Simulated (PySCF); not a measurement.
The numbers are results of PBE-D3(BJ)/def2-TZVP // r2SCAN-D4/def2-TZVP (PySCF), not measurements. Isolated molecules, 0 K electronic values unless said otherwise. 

Reference species (SMILES): `B` (neutral, multiplicity 1).

```
Quantity    Result
--------  --------
LUMO      -3.05 eV
HOMO      -8.47 eV
```

Changed species: `ClBCl` (1 of 3 Cl replaced by H; the reference has 3 of 3 Cl replaced by H).

Task: Give the shifts of the LUMO and HOMO.

Result: the LUMO increases by 0.34 eV, to -2.71 eV; the HOMO rises by 0.63 eV, to -7.84 eV.
